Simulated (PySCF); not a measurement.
## How methods differ on the excitation energy of Pt

Pt [Xe] 4f14 5d9 6s1 (3D) → Pt [Xe] 4f14 5d8 6s1 6p1 (high-spin determinant), as a difference of total energies. Computed with PySCF 2.14 in x2c-TZVPPall with one added diffuse shell each of s, p, d, f type (12s8p8d4f1g, 113 functions), with scalar relativity by spin-free X2C-1e. Correlated levels: valence: [Xe] 4f14 frozen; valence and next inner shell: [Kr] 4d10 4f14 frozen. The calculations carry no spin-orbit coupling.

```json
{"method": "UHF", "excitation energy (eV)": "3.056"}
{"method": "LDA", "excitation energy (eV)": "5.390"}
{"method": "PBE", "excitation energy (eV)": "4.996"}
{"method": "PBE0", "excitation energy (eV)": "4.700"}
{"method": "r2SCAN", "excitation energy (eV)": "4.534"}
{"method": "MP2 (valence)", "excitation energy (eV)": "4.784"}
{"method": "SCS-MP2 (valence)", "excitation energy (eV)": "4.847"}
{"method": "MP2 (valence and next inner shell)", "excitation energy (eV)": "4.869"}
{"method": "SCS-MP2 (valence and next inner shell)", "excitation energy (eV)": "4.822"}
```

Task: How much does correlation contribute at MP2 (valence and next inner shell)?

Result: 4.869 − (3.056) = 1.813 eV, measured against UHF.

A first-order spin-orbit estimate (lowest level to lowest level, LS coupling) adds -0.102 eV.

The determinant of the upper state mixes LS terms, which raises its energy above the lowest term, most at the Hartree-Fock and MP2 levels.
